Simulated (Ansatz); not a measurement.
CH5Br2HfNO, SMILES `C[O][Hf]([NH2])([Br])[Br]`. The species carries charge 0 and has multiplicity 1. Hf takes the def2 core potential. Geometry: relaxed with PBE0-D4/def2-TZVP. It is one conformer, not always the lowest.

```xyz
11

C     0.865    0.962    1.784
O     0.460    0.292    0.631
Hf    0.147   -0.685   -0.947
N    -1.799   -0.403   -1.353
Br    1.547    0.198   -2.851
Br    0.593   -3.142   -0.596
H     0.011    1.465    2.244
H     1.625    1.709    1.539
H     1.285    0.253    2.504
H    -2.447    0.150   -0.810
H    -2.288   -0.800   -2.145
```

(1) What is the dipole moment at PBE/def2-TZVPP? (Estimate.)

(2) And with r2SCAN, B3LYP, ωB97M-V? (Estimate.)

(3) Give the Mulliken charges with PBE, ωB97M-V, B3LYP in def2-TZVPP. (Best estimate.)

Results:

(1) Ansatz gave: 3.80 D, with components (-2.07, 2.17, 2.33) D in this frame, pointing from negative to positive charge.

(2) The calculation gave: r2SCAN 3.86 D, B3LYP 3.79 D, ωB97M-V 3.81 D.

(3) The calculation gave: 
| atom | PBE | ωB97M-V | B3LYP |
| --- | --- | --- | --- |
| C1 | -0.14 | -0.17 | -0.11 |
| O2 | -0.27 | -0.34 | -0.37 |
| Hf3 | 0.72 | 0.80 | 0.88 |
| N4 | -0.38 | -0.37 | -0.41 |
| Br5 | -0.28 | -0.27 | -0.30 |
| Br6 | -0.28 | -0.27 | -0.30 |
| H7 | 0.10 | 0.12 | 0.10 |
| H8 | 0.11 | 0.13 | 0.11 |
| H9 | 0.11 | 0.13 | 0.11 |
| H10 | 0.15 | 0.12 | 0.14 |
| H11 | 0.15 | 0.12 | 0.14 |

B3LYP here is the variant with VWN-RPA as its local correlation; programs differ in this.
